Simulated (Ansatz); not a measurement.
Stepwise reaction of `C[Si](C)(N)O` with hydrogen fluoride, as a gas-phase model of exchange steps in deposition or etching. ΔE in kJ/mol.

Gas-phase electronic energies from Ansatz, PBE0-D4/def2-TZVP geometries. CCSD(T)/CBS is the MP2 limit (def2-TZVPP, def2-QZVPP) plus CCSD(T) − MP2 in def2-TZVPP, frozen cores. This one scheme is used for every species. DFT in def2-TZVPP. B3LYP here is the variant with VWN-RPA as its local correlation; programs differ in this. Each species was taken in one conformer, which may not be the lowest.

| step | reaction | PBE-D4 | B3LYP-D4 | ωB97M-V | CCSD(T)/CBS |
| --- | --- | --- | --- | --- | --- |
| 2 | `C[Si](N)(O)F` + H–F → `N[Si](O)(F)F` + CH₄ | -144.4 | -158.0 | -155.8 | -154.3 |

(1) Give the row of step 1, `C[Si](C)(N)O` + H–F → `C[Si](N)(O)F` + CH₄. (Estimate.)

(2) By hand: ΔE of the 2 steps together at CCSD(T)/CBS.

Answers

(1) Ansatz gave: 
```tsv
step	reaction	PBE-D4	B3LYP-D4	ωB97M-V	CCSD(T)/CBS
1	`C[Si](C)(N)O` + H–F → `C[Si](N)(O)F` + CH₄	-158.8	-173.0	-170.1	-165.7
```

(2) (-165.7) + (-154.3) = -320.0 kJ/mol, or -160.0 kJ/mol a step.

In ΔE each step is higher than the one before. All are downhill at CCSD(T)/CBS. PBE-D4 differs from CCSD(T)/CBS by 6.9 to 9.9 kJ/mol a step. Isolated molecules leave out the surface, adducts and barriers. Largest T1 diagnostic: 0.011.
